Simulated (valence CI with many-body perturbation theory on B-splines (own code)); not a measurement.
Al8+: electric-dipole lines

Method: relativistic CI+MBPT: three valence electrons over a frozen Dirac-Fock core [He], radial functions for each j: 11 s, 11 p, 10 d, 8 f, 5 g, 2 h, with the one-electron correlation potential Σ1 (screened to all orders), the two-electron term Σ2, the three-electron term Σ3, Breit, model QED; selected single and double excitations, second order for the rest, scaled by the run's own slope (own B-spline code, finite nucleus).

No measured spectrum was set against this ion. As an estimate, levels of excited configurations hold to 0.05 to 0.15 % of their energy, terms of the ground configuration to about 0.5 %.

Lines 1 to 50 of 584 in falling wavelength, among levels below 2334500 cm⁻¹, chosen from the strongest by gf and those to the six lowest levels. Wavelengths and rates use the calculated energies, so an error of 300 cm⁻¹ moves a line at 16000 Å by 4.8 % and its rate by three times that or more. Electric multipoles are in the length gauge, E1 and E2 with the static RPA response of the core. Weak lines are less certain than strong ones. Lines between different terms over intervals too small for the method are left out, as are lines whose strength nearly cancels. Where a level lies close to another of its J and parity, the split of strength between their lines is uncertain. The highest levels of a list are the least certain.

Names give the largest LS component (configuration and term), which can be under half, so a name can repeat, a term be missing and a line seem to break the LS rules; names also repeat where a configuration has a term twice. Letters in brackets count levels of one name in rising energy.

| λ vac (Å) | Upper | Lower | A (s⁻¹) | S (a.u.) with core polarisation | S without |
| --- | --- | --- | --- | --- | --- |
| 16000 | 2s²5f ²F°_7/2 | 2s²5d ²D_5/2 | 2.37e+06 | 3.84e+01 | 3.84e+01 |
| 15920 | 2s²5f ²F°_5/2 | 2s²5d ²D_3/2 | 2.25e+06 | 2.68e+01 | 2.68e+01 |
| 8511 | 2s2p4f ²F_5/2 | 2s2p4d ²D°_3/2 | 3.13e+06 | 5.72e+00 | 5.72e+00 |
| 8381 | 2s²5d ²D_5/2 | 2s²5p ²P°_3/2 | 1.90e+07 | 3.32e+01 | 3.32e+01 |
| 8231 | 2s²5d ²D_3/2 | 2s²5p ²P°_1/2 | 1.67e+07 | 1.84e+01 | 1.84e+01 |
| 7859 | 2s2p4f ⁴D_7/2 | 2s2p4d ⁴P°_5/2 | 3.39e+06 | 6.49e+00 | 6.49e+00 |
| 7858 | 2s2p4f ⁴G_9/2 | 2s2p4d ⁴D°_7/2 | 2.67e+06 | 6.40e+00 | 6.40e+00 |
| 7233 | 2s²4f ²F°_7/2 | 2s²4d ²D_5/2 | 6.56e+06 | 9.80e+00 | 9.80e+00 |
| 7124 | 2s²4f ²F°_5/2 | 2s²4d ²D_3/2 | 6.51e+06 | 6.97e+00 | 6.97e+00 |
| 6755 | 2s²5p ²P°_1/2 | 2s²5s ²S_1/2 | 3.11e+07 | 9.46e+00 | 9.46e+00 |
| 6627 | 2s²5p ²P°_3/2 | 2s²5s ²S_1/2 | 3.30e+07 | 1.89e+01 | 1.89e+01 |
| 6458 | 2s2p4p ²P_3/2 | 2s2p4s ²P°_3/2 | 6.76e+06 | 3.59e+00 | 3.59e+00 |
| 6213 | 2s2p4f ⁴F_9/2 | 2s2p4d ⁴F°_7/2 | 6.77e+06 | 8.01e+00 | 8.01e+00 |
| 6077 | 2s2p4f ⁴F_7/2 | 2s2p4d ⁴F°_5/2 | 6.47e+06 | 5.73e+00 | 5.73e+00 |
| 5810 | 2s2p4f ⁴G_5/2 | 2s2p4d ⁴F°_3/2 | 9.06e+06 | 5.26e+00 | 5.26e+00 |
| 5506 | 2s2p4f ⁴G_11/2 | 2s2p4d ⁴F°_9/2 | 1.68e+07 | 1.66e+01 | 1.66e+01 |
| 5093 | 2s2p4f ⁴G_9/2 | 2s2p4d ⁴F°_7/2 | 7.05e+06 | 4.60e+00 | 4.60e+00 |
| 5060 | 2s2p4d ⁴D°_7/2 | 2s2p4p ⁴P_5/2 | 2.18e+07 | 1.11e+01 | 1.11e+01 |
| 4935 | 2s2p4d ⁴D°_3/2 | 2s2p4p ⁴P_1/2 | 1.25e+07 | 2.96e+00 | 2.96e+00 |
| 4914 | 2s2p4d ⁴D°_1/2 | 2s2p4p ⁴P_1/2 | 2.42e+07 | 2.83e+00 | 2.83e+00 |
| 4856 | 2s2p4d ²P°_3/2 | 2s2p4p ²S_1/2 | 1.97e+07 | 4.44e+00 | 4.44e+00 |
| 4745 | 2s²4d ²D_5/2 | 2p²3p ²P°_3/2 [b] | 8.75e+06 | 2.77e+00 | 2.77e+00 |
| 4742 | 2s2p4d ⁴F°_9/2 | 2s2p4p ⁴D_7/2 | 3.76e+07 | 1.98e+01 | 1.98e+01 |
| 4670 | 2s2p4d ⁴F°_7/2 | 2s2p4p ⁴D_5/2 | 3.65e+07 | 1.47e+01 | 1.47e+01 |
| 4663 | 2s2p4d ⁴D°_5/2 | 2s2p4p ⁴S_3/2 | 9.41e+06 | 2.82e+00 | 2.82e+00 |
| 4607 | 2s2p4d ⁴F°_5/2 | 2s2p4p ⁴D_3/2 | 3.30e+07 | 9.55e+00 | 9.55e+00 |
| 4606 | 2s2p4d ⁴P°_5/2 | 2s2p4p ⁴P_5/2 | 1.46e+07 | 4.22e+00 | 4.22e+00 |
| 4565 | 2s2p4d ⁴F°_3/2 | 2s2p4p ⁴D_1/2 | 2.98e+07 | 5.60e+00 | 5.60e+00 |
| 4496 | 2s2p4d ²P°_1/2 | 2s2p4p ²S_1/2 | 2.94e+07 | 2.64e+00 | 2.64e+00 |
| 4463 | 2s²4d ²D_3/2 | 2p²3p ²P°_1/2 [b] | 1.80e+07 | 3.16e+00 | 3.16e+00 |
| 4361 | 2s2p4d ⁴P°_3/2 | 2s2p4p ⁴P_3/2 | 2.50e+07 | 4.09e+00 | 4.09e+00 |
| 4287 | 2s2p4d ⁴P°_1/2 | 2s2p4p ⁴P_3/2 | 4.20e+07 | 3.27e+00 | 3.27e+00 |
| 4143 | 2s²4d ²D_5/2 | 2s²4p ²P°_3/2 | 3.78e+07 | 7.96e+00 | 7.96e+00 |
| 4079 | 2s2p4d ⁴D°_5/2 | 2s2p4p ²P_3/2 | 2.54e+07 | 5.11e+00 | 5.11e+00 |
| 4025 | 2s²4d ²D_3/2 | 2s²4p ²P°_1/2 | 2.26e+07 | 2.91e+00 | 2.91e+00 |
| 3910 | 2s2p4p ²D_3/2 | 2s2p4s ²P°_3/2 | 1.83e+07 | 2.16e+00 | 2.16e+00 |
| 3880 | 2s2p4d ⁴D°_7/2 | 2s2p4p ⁴D_7/2 | 1.97e+07 | 4.55e+00 | 4.55e+00 |
| 3879 | 2s2p4d ⁴P°_5/2 | 2s2p4p ⁴S_3/2 | 2.78e+07 | 4.80e+00 | 4.80e+00 |
| 3837 | 2s2p4p ⁴D_3/2 | 2s2p4s ⁴P°_3/2 | 3.10e+07 | 3.46e+00 | 3.46e+00 |
| 3761 | 2s2p4p ⁴D_1/2 | 2s2p4s ⁴P°_1/2 | 5.56e+07 | 2.92e+00 | 2.92e+00 |
| 3760 | 2s2p4d ²F°_7/2 | 2s2p4p ²D_5/2 | 7.90e+07 | 1.66e+01 | 1.66e+01 |
| 3731 | 2s2p4d ²F°_5/2 | 2s2p4p ²D_3/2 | 7.23e+07 | 1.11e+01 | 1.11e+01 |
| 3686 | 2s2p4d ²D°_3/2 | 2s2p4p ²P_1/2 | 4.56e+07 | 4.51e+00 | 4.51e+00 |
| 3683 | 2s2p4p ⁴D_7/2 | 2s2p4s ⁴P°_5/2 | 7.34e+07 | 1.45e+01 | 1.45e+01 |
| 3676 | 2s²4p ²P°_1/2 | 2s²4s ²S_1/2 | 3.85e+07 | 1.89e+00 | 1.89e+00 |
| 3660 | 2s2p4d ²D°_5/2 | 2s2p4p ²P_3/2 | 3.06e+07 | 4.44e+00 | 4.44e+00 |
| 3616 | 2s2p4p ⁴D_3/2 | 2s2p4s ⁴P°_1/2 | 3.72e+07 | 3.47e+00 | 3.47e+00 |
| 3608 | 2s2p4p ⁴D_5/2 | 2s2p4s ⁴P°_3/2 | 6.54e+07 | 9.09e+00 | 9.09e+00 |
| 3550 | 2s²4p ²P°_3/2 | 2s²4s ²S_1/2 | 6.26e+07 | 5.53e+00 | 5.53e+00 |
| 3518 | 2s2p4p ²D_5/2 | 2s2p4s ²P°_3/2 | 8.59e+07 | 1.11e+01 | 1.11e+01 |
